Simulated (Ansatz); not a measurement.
C₈H₁₈F₂Ge (`CC(C)[CH2][Ge]([F])([F])[CH2]C(C)C`), relaxed with RKS PBE-D4/def2-SVP in Ansatz 0.2.0 from a rough embedded geometry. The force threshold is 0.03 eV/Å; the program also tests the step.

Total charge 0; spin multiplicity 1.

Start:

```xyz
29

C    -3.021   -1.671    1.318
C    -2.522   -0.361    0.741
C    -3.281   -0.003   -0.552
C    -0.952   -0.371    0.515
Ge   -0.189    1.324    0.219
F    -0.590    1.918   -1.414
F    -0.824    2.489    1.403
C     1.769    1.262    0.411
C     2.327    0.059   -0.332
C     2.229    0.190   -1.843
C     3.805   -0.132    0.082
H    -2.532   -1.939    2.213
H    -4.141   -1.688    1.418
H    -2.872   -2.516    0.503
H    -2.735    0.407    1.533
H    -4.377    0.049   -0.388
H    -2.986    1.069   -0.889
H    -3.062   -0.679   -1.381
H    -0.509   -0.853    1.413
H    -0.800   -1.101   -0.392
H     1.942    1.117    1.492
H     2.213    2.181    0.097
H     1.868   -0.897   -0.040
H     1.191    0.156   -2.176
H     2.768   -0.643   -2.322
H     2.708    1.124   -2.219
H     4.381    0.779   -0.169
H     4.263   -0.985   -0.432
H     3.929   -0.288    1.190
```

```json
{"step": "1", "energy (eV)": "-70501.6188", "largest force (eV/Å)": "3.345", "largest move (Å)": "0.000"}
{"step": "2", "energy (eV)": "-70502.1490", "largest force (eV/Å)": "1.024", "largest move (Å)": "0.133"}
{"step": "3", "energy (eV)": "-70502.2183", "largest force (eV/Å)": "0.205", "largest move (Å)": "0.076"}
{"step": "4", "energy (eV)": "-70502.2257", "largest force (eV/Å)": "0.069", "largest move (Å)": "0.044"}
{"step": "5", "energy (eV)": "-70502.2287", "largest force (eV/Å)": "0.046", "largest move (Å)": "0.047"}
{"step": "6", "energy (eV)": "-70502.2306", "largest force (eV/Å)": "0.049", "largest move (Å)": "0.068"}
{"step": "7", "energy (eV)": "-70502.2317", "largest force (eV/Å)": "0.022", "largest move (Å)": "0.055"}
{"step": "8", "energy (eV)": "-70502.2323", "largest force (eV/Å)": "0.015", "largest move (Å)": "0.035"}
{"step": "9", "energy (eV)": "-70502.2326", "largest force (eV/Å)": "0.021", "largest move (Å)": "0.036"}
{"step": "10", "energy (eV)": "-70502.2328", "largest force (eV/Å)": "0.014", "largest move (Å)": "0.032"}
```

End:

```xyz
29

C    -3.273   -1.655    1.252
C    -2.634   -0.365    0.721
C    -3.242    0.041   -0.629
C    -1.102   -0.520    0.630
Ge   -0.130    1.154    0.353
F    -0.597    1.856   -1.204
F    -0.763    2.319    1.517
C     1.821    1.172    0.469
C     2.511    0.046   -0.328
C     2.225    0.153   -1.833
C     4.021    0.041   -0.053
H    -2.875   -1.930    2.251
H    -4.373   -1.547    1.345
H    -3.077   -2.506    0.565
H    -2.844    0.448    1.452
H    -4.337    0.194   -0.542
H    -2.791    0.973   -1.024
H    -3.075   -0.755   -1.387
H    -0.690   -0.946    1.571
H    -0.819   -1.223   -0.184
H     2.071    1.109    1.550
H     2.158    2.171    0.119
H     2.102   -0.927    0.030
H     1.139    0.133   -2.061
H     2.707   -0.675   -2.391
H     2.619    1.109   -2.240
H     4.484    0.995   -0.384
H     4.527   -0.784   -0.596
H     4.239   -0.081    1.028
```

Hardware: 11 threads of an AMD EPYC 7R13 on a shared host and a whole NVIDIA H100 80 GB. Wall time 15 s, peak host memory 0.93 GiB.
